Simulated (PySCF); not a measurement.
Delta-SCF ions had no search for a lower state. Excitations are Tamm–Dancoff values on a coarser integration grid. The basis has no diffuse functions, so Rydberg states are missing or too high.

Z-matrix (Å, degrees):
```
B
F 1 1.3200
F 1 1.3309 2 118.29
O 1 1.3488 2 119.39 3 180.00
H 4 0.9629 1 113.14 2 180.00
```
Charge 0, spin multiplicity 1.

Problem. What is the computed LUMO, total energy, S1 oscillator strength, T1 excitation (TDA), HOMO, S1 excitation (TDA), S1–T1 gap (TDA) and vertical ionisation energy (Delta-SCF) (r2SCAN-D4/def2-TZVP (PySCF))?

Solution. 
```
Quantity                                     Result
--------------------------------------  -----------
LUMO                                        0.27 eV
total energy                            -8178.22 eV
S1 oscillator strength                        0.033
T1 excitation (TDA)                         9.08 eV
HOMO                                       -9.33 eV
S1 excitation (TDA)                         9.56 eV
S1–T1 gap (TDA)                             0.48 eV
vertical ionisation energy (Delta-SCF)     13.51 eV
```
